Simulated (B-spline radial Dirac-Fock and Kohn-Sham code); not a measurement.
# Kohn-Sham estimates against Dirac-Fock for the levels of Lu²⁷⁺

System: lutetium as Lu²⁷⁺, configuration 1s2 2s2 2p6 3s2 3p6 3d10 4s2 4p6 4d8.

The density-functional columns are spherical, spin-unpolarised Dirac-Kohn-Sham results without Breit or QED terms: −ε is minus the orbital energy of the initial state and ΔSCF the difference of two total energies. The reference in the last column comes from multi-electron Dirac-Fock with separately optimised hole states, Breit and Lamb-shift corrections added in first order. All numbers are from a radial finite-basis atomic code, in eV; a selection of levels is shown. The Kohn-Sham columns are given as differences from the reference. For the 1s level of heavy atoms much of the gap between ΔSCF and the reference is the Breit and QED part, -304.7 eV here; for other levels the error of the functional can be larger.

```
level  LDA −ε − DF  LDA ΔSCF − DF  Dirac-Fock
    K       -253.6         +291.2     64265.2
   L1       -177.0          -60.6     11841.0
   L2       -132.6          +10.7     11311.7
   L3       -144.2          -16.6     10207.9
   M1        -98.0          -50.7      3458.5
   M2        -80.8          -31.3      3227.4
   M3        -79.4          -32.8      2986.0
   N1        -46.1          -21.3      1375.4
   N2        -35.6          -10.8      1275.5
   N3        -35.7          -12.0      1209.0
 N4,5        -22.2           +1.5      1039.4
```

Values without a named source are computed, but for edge energies of neutral atoms, which are taken from tables.
